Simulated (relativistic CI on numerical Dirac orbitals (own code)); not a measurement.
## Ni⁴⁺: q coefficients and field-shift factors

Method of calculation: Dirac-Coulomb-Breit CI, separate exchange-only KLI orbitals for each configuration, valence Slater integrals scaled by 0.85, P86 correlation energy added to each configuration, derivatives by finite differences, QED left out (own radial code, finite nucleus).

Configurations in the expansion (outside the closed core [Ne] 3s2): 3p6 3d6, 3p6 3d5 4s, 3p6 3d5 4p, 3p5 3d7, 3p6 3d5 4d, 3p6 3d4 4s2. Levels of other configurations are missing.

With x = (α/α₀)² − 1 an excitation energy changes as ω = ω₀ + qx; K = 2q/ω₀ is the relative enhancement. Terms are leading LS components, so labels can repeat. The field-shift factor is F = δν/δ⟨r²⟩ for the transition from the lowest level.

Lowest level 3p6 3d6 5D_4.

```csv
Level,ω₀ (cm⁻¹),q (cm⁻¹),K,F (GHz/fm²)
3p6 3d6 5D_3,862.0,883.5,2.05,0.00478
3p6 3d6 5D_2,1448.1,1429,1.97,0.00783
3p6 3d6 5D_1,1821.6,1769,1.94,0.00975
3p6 3d6 5D_0,2003.6,1933,1.93,0.0107
3p6 3d6 3H_6,25112.0,132.1,0.0105,0.04
3p6 3d6 3H_5,25588.0,517.3,0.0404,0.0421
3p6 3d6 3H_4,25915.8,663.5,0.0512,0.0431
3p6 3d6 3P_2,27502.9,-355.6,-0.0259,0.0408
3p6 3d6 3F_4,28785.7,22.04,0.00153,0.0439
3p6 3d6 3F_3,29296.1,536.3,0.0366,0.0466
3p6 3d6 3F_2,29672.7,976.8,0.0658,0.0488
3p6 3d6 3P_1,29969.6,2147,0.143,0.0543
3p6 3d6 3P_0,30861.9,2733,0.177,0.0579
3p6 3d6 3G_5,31784.4,540.5,0.034,0.0497
3p6 3d6 3G_4,32640.9,1487,0.0911,0.0548
3p6 3d6 3G_3,32988.5,1711,0.104,0.0561
3p6 3d6 1I_6,38011.3,730.4,0.0384,0.0622
3p6 3d6 1G_4,40454.2,1277,0.0631,0.0653
3p6 3d6 3D_2,40988.0,551.3,0.0269,0.0613
3p6 3d6 3D_1,41018.5,701.8,0.0342,0.0618
3p6 3d6 3D_3,41225.1,830.9,0.0403,0.0626
3p6 3d6 1S_0,46921.7,1376,0.0587,0.0723
3p6 3d6 1D_2,50056.7,1062,0.0424,0.081
```

At this charge configurations can still be misplaced by up to about 7 % of their energy.
